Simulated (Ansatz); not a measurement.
**Which method gave which barrier?**

Saddle point of SnH₇OF, singlet (SnH₄ + H₂O + HF → SnH₃F ([F][SnH3]) + H₂O + H₂; bonds formed: Sn1–F7, H2–H8, H6–O9; bonds broken: Sn1–H2, H6–F7, H8–O9), PBE0-D4/def2-TZVP structure:

```xyz
10
angstrom
Sn -0.8319 1.1793 -0.1472
H -0.2533 -0.4760 -1.0181
H -1.7343 1.2393 -1.6303
H -1.9936 1.0474 1.0884
H 0.2423 2.4951 -0.2002
H 1.1649 -0.8134 0.7821
F 0.5305 0.3018 1.2635
H 0.4339 -1.0179 -0.6340
O 1.3669 -1.5536 0.0733
H 1.0746 -2.4018 0.4227
```

Computed with Ansatz 0.2.0 (basis: def2-TZVPP, with def2-QZVPP for the basis limit); correlated methods freeze the cores. Filled d shells of the heavier atoms are correlated. Core potentials replace the inner electrons of the atoms past krypton. The def2 sets are not built for correlating such inner shells, so the correlated values are less sure here. Extrapolation: Hartree–Fock as exp(−7.88 √X), correlation as X^−2.97. Four methods, as single points on the PBE0-D4 structures, gave these electronic barriers from the start structure: 23.04, 28.76, 34.40, 47.37 kcal/mol.

Q: The methods were, in alphabetical order, BHLYP-D4, HF, PBE-D4, PBE0-D4. Which gave which? (A judgement: the text doesn't fix the answer.)

A: By the calculation: PBE-D4 23.04; PBE0-D4 28.76; BHLYP-D4 34.40; HF 47.37 kcal/mol. For comparison, CCSD(T) at an estimated basis limit (MP2 extrapolated from triple and quadruple zeta, plus CCSD(T) − MP2 in triple zeta) gives 32.53 kcal/mol.

The T1 diagnostic stays at or below 0.014.

Labels in which every atom is bracketed show which atoms are joined, not bond orders.

For scale, one of the runs: CCSD(T)/def2-TZVPP, 210 basis functions, launched by `ansatz run in.yaml --threads 4 --pin off --events-out ev --progress --plain --max-ram 9574MiB`. Time: 87 s of wall clock on 4 CPU threads of an Arm Neoverse V2; the host was shared. Peak host memory: 3.4 GiB.
